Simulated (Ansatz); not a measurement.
Single points on the cluster Ag₆⁻.

```yaml
crystal:
  periodic: [false, false, false]
  atoms:
    - {symbol: Ag, position_ang: [1.397009, -1.459409, -0.567580]}
    - {symbol: Ag, position_ang: [0.841273, 1.027652, 0.717412]}
    - {symbol: Ag, position_ang: [0.221898, 0.513132, -2.022428]}
    - {symbol: Ag, position_ang: [-1.547565, 1.973386, -0.282351]}
    - {symbol: Ag, position_ang: [0.393746, -1.299020, 2.127701]}
    - {symbol: Ag, position_ang: [-1.306362, -0.755740, 0.027246]}
basis:
  gaussian: {orbitals: def2-TZVPD, initial_orbitals: start.molden}
total_charge: -1
magnetization: {spin_polarized: true, initial_magnetization: 1}
hamiltonian: {xc: r2scan, dispersion: d4}
scf: {omitted_lower_state_checks: [starts]}
output: {forces: true, orbitals: {seedname: orbitals}}
```

The file start.molden holds the orbitals of an earlier run on this structure, at another level or in another basis.

```sh
$ ansatz run in.yaml --threads 4 --pin off --events-out ev --progress --plain --max-ram 8704MiB
```

Shortened log:

```
Functional definition: r2SCAN
2118 factors; their error is unknown
mean field evaluation 1: about -24013.5997 eV, gradient 4.6e0 eV
mean field evaluation 2: about -24013.7368 eV, gradient 1.7e-1 eV
mean field evaluation 4: about -24013.7490 eV, gradient 1.3e-3 eV
mean field -24013.74898747 eV, -882.4889981860 hartree, gradient 2.3e-5 eV, S^2 0.760456; 0 other end points of the search recorded, 0 dependent functions left out
reference -24013.74901901 eV, -882.4889993449 hartree; 58, 57 occupied and 182, 183 virtual orbitals, 2118 factors
Total energy: -24013.85272711 eV, -882.4928105473 hartree
Atom 0 at     1.397009    -1.459409    -0.567580 Å, force    -0.243604     0.250421     0.104908 eV/Å
Atom 1 at     0.841273     1.027652     0.717412 Å, force    -0.224491    -0.222720    -0.121870 eV/Å
Atom 2 at     0.221898     0.513132    -2.022428 Å, force    -0.041948    -0.083795     0.351900 eV/Å
Atom 3 at    -1.547565     1.973386    -0.282351 Å, force     0.243489    -0.282700    -0.028848 eV/Å
Atom 4 at     0.393746    -1.299020     2.127701 Å, force    -0.009385     0.146258    -0.344551 eV/Å
Atom 5 at    -1.306362    -0.755740     0.027246 Å, force     0.275940     0.192535     0.038461 eV/Å
Dipole moment:     0.006893    -0.004052    -0.011145 e Å
Checks for a lower state left out: starts
```

Run time 50 s (4 threads of Arm Neoverse N1 on a shared host), peak host memory 0.77 GiB.

The first input with `hamiltonian: {xc: {name: wB97M-V}}`, `output: {orbitals: {seedname: orbitals}}` (abridged; 2 min):

```
Functional definition: wB97M-V
mean field -23993.46116844 eV, -881.7434345882 hartree, gradient 2.0e-5 eV, S^2 0.760256
Total energy: -23993.46121181 eV, -881.7434361820 hartree
Checks for a lower state left out: starts
```

First input, but with `hamiltonian: {xc: lda}`, `output: {orbitals: {seedname: orbitals}}` (abridged; 8 s):

```
Functional definition: SPW92
mean field -23965.37880338 eV, -880.7114267071 hartree, gradient 3.9e-5 eV, S^2 0.751788
Total energy: -23965.37884000 eV, -880.7114280527 hartree
Checks for a lower state left out: starts
```

As the first input, with `correlation: {method: mp2}`, `output: {orbitals: {seedname: orbitals}}` and without the key `hamiltonian` (abridged; 61 s):

```
Functional definition: HF
mean field evaluation 16: about -23858.6953 eV, gradient 1.7e-4 eV
mean field -23858.69530996 eV, -876.7908806364 hartree, gradient 4.0e-6 eV, S^2 0.900714
second order -82.32455332 eV of doubles, -0.00000000 eV of singles
Total energy: -23941.01986327 eV, -879.8162521692 hartree
Checks for a lower state left out: starts
```

The first input with `gaussian: {orbitals: def2-SVPD, initial_orbitals: start.molden}`, `hamiltonian: {xc: pbe, dispersion: d4}`, `output: {orbitals: {seedname: orbitals}}` (abridged; 17 s):

```
Functional definition: PBE
mean field -24001.52085160 eV, -882.0396224810 hartree, gradient 2.0e-5 eV, S^2 0.753289
Total energy: -24002.07999059 eV, -882.0601704599 hartree
Checks for a lower state left out: starts
```

First input, but with `hamiltonian: {xc: pbe, dispersion: d4}`, `output: {orbitals: {seedname: orbitals}}` (abridged; 16 s):

```
Functional definition: PBE
mean field -24007.79481047 eV, -882.2701862169 hartree, gradient 3.5e-5 eV, S^2 0.753377
Total energy: -24008.35395126 eV, -882.2907342619 hartree
Checks for a lower state left out: starts
```

The first input with `hamiltonian: {xc: pbe0, dispersion: d4}`, `output: {orbitals: {seedname: orbitals}}` (abridged; 39 s):

```
Functional definition: PBE0
mean field -24003.93103448 eV, -882.1281950683 hartree, gradient 1.3e-5 eV, S^2 0.758126
Total energy: -24004.41311827 eV, -882.1459113208 hartree
Checks for a lower state left out: starts
```

Geometry: PBE0-D4/def2-SVPD.

In the def2 sets Ag takes a core potential; there is no spin–orbit coupling. Correlated methods freeze no core orbitals; core or outer-core shells of Ag are correlated, in sets that lack core-valence functions. At MP2/def2-TZVPD the charge -1 doublet is spin-contaminated (final ⟨S²⟩ up to 0.90, 0.75 for a pure state). The structure comes from a short search, and lower isomers may exist.
